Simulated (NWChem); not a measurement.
# HBCl (+1) in NWChem

```xyz
3

B      0.0000     0.0000    -1.1359
Cl     0.0000     0.0000     0.4715
H      0.0000     0.0000    -2.3354
```
Charge +1, spin multiplicity 1.

The numbers come from NWChem runs, not from measurements. Structure: optimised with PBE/def2-SVP, a minimum by its harmonic frequencies.

Symmetry labels belong to the abelian group C2v used in the runs, with the axes of the coordinates shown; states degenerate in a higher group split over its labels.

The spin multiplicity of the parent species was assumed, not shown to be that of its ground state. The structure started from a generated list of species.

List the lowest 6 singlet excitations that TD-LDA (SVWN5)/aug-cc-pVDZ gives, with oscillator strengths.


```csv
state,symmetry,energy (eV),wavelength (nm),f
1,a2,6.73,184,0.000
2,a2,6.96,178,0.000
3,a1,6.96,178,0.000
4,b2,8.50,146,0.014
5,b1,8.50,146,0.014
6,a1,9.23,134,0.325
```
